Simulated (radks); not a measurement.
Results of a calculation; reference values are marked as such.
Q: All-electron atom: Ar I in [Ar] (the NIST ground configuration). Code: a radial shooting solver on a logarithmic mesh with Libxc functionals. Model: non-relativistic Kohn-Sham, PBE, spin-polarised, spherical densities, point nucleus; hard spherical wall at 12 bohr. Some entries of the table are withheld. Estimate them.

orbital,occ.,eigenvalue (eV),<1/r> (bohr^-1)
1s,2,-3106.578,17.55
2s,2,-294.7258,3.524
2p,6,-229.7656,3.443
3s,2,(1),(2)
3p,6,(3),0.8272
4s,0,-0.1240,0.2231
4p,0,1.1948,0.1842
3d,0,2.3210,(4)

A: 
(1) 3s eigenvalue (eV): -24.0609
(2) 3s <1/r> (bohr^-1): 0.9822
(3) 3p eigenvalue (eV): -10.2862
(4) 3d <1/r> (bohr^-1): 0.1741
